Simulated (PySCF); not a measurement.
C3H5, SMILES [CH]=CC, multiplicity 2. Atoms are numbered in the order given.

```xyz
8

C     -0.3170     1.3066     0.0000
C      0.3885     0.2089     0.0000
C     -0.1532    -1.1853     0.0000
H     -0.1390     2.3712     0.0000
H      1.4809     0.3002     0.0000
H      0.1959    -1.7340     0.8795
H     -1.2431    -1.1848     0.0000
H      0.1959    -1.7340    -0.8795
```
Charge 0, spin multiplicity 2.

Geometry optimised at PBE0-D3(BJ)/def2-TZVP. The isomer is the one that the SMILES or the coordinates give; other isomers of the formula were not compared.

The numbers are results of TDA-ωB97X/def2-SVPD (PySCF 2.14.0), not measurements.

Vertical excitations. Gas-phase values at a fixed geometry.

Q: Give excitation energies, oscillator strengths and character. (Estimate from the structure and the level; the computed values follow.)

A: 
```json
[
 {"state": "root 1", "energy (eV)": "3.01", "λ (nm)": "412", "f": "0.001", "main pairs": "β HOMO→LUMO 94 %"},
 {"state": "root 2", "energy (eV)": "4.88", "λ (nm)": "254", "f": "0.000", "main pairs": "α HOMO−1→LUMO 47 %, β HOMO→LUMO+1 47 %"},
 {"state": "root 3", "energy (eV)": "4.88", "λ (nm)": "254", "f": "0.002", "main pairs": "α HOMO→LUMO 96 %"},
 {"state": "root 4", "energy (eV)": "7.00", "λ (nm)": "177", "f": "0.014", "main pairs": "α HOMO→LUMO+1 59 %, α HOMO→LUMO+2 21 %, β HOMO−2→LUMO 6 %, β HOMO−1→LUMO 6 %"},
 {"state": "root 5", "energy (eV)": "7.16", "λ (nm)": "173", "f": "0.012", "main pairs": "α HOMO→LUMO+1 11 %, β HOMO−1→LUMO 49 %, β HOMO−2→LUMO 21 %, β HOMO−4→LUMO 10 %"},
 {"state": "root 6", "energy (eV)": "7.45", "λ (nm)": "167", "f": "0.023", "main pairs": "α HOMO−1→LUMO 10 %, β HOMO−2→LUMO 54 %, β HOMO−1→LUMO 21 %, β HOMO→LUMO+1 11 %"},
 {"state": "root 7", "energy (eV)": "7.89", "λ (nm)": "157", "f": "0.019", "main pairs": "β HOMO→LUMO+2 83 %"},
 {"state": "root 8", "energy (eV)": "8.00", "λ (nm)": "155", "f": "0.054", "main pairs": "α HOMO→LUMO+3 69 %, α HOMO→LUMO+2 13 %"},
 {"state": "root 9", "energy (eV)": "8.16", "λ (nm)": "152", "f": "0.019", "main pairs": "α HOMO−1→LUMO+1 83 %"},
 {"state": "root 10", "energy (eV)": "8.21", "λ (nm)": "151", "f": "0.159", "main pairs": "α HOMO→LUMO+2 34 %, α HOMO→LUMO+3 17 %, α HOMO→LUMO+4 13 %, α HOMO−1→LUMO 8 %, β HOMO→LUMO+1 7 %, β HOMO−1→LUMO 6 %"}
]
```
Unrestricted roots are not spin-pure.
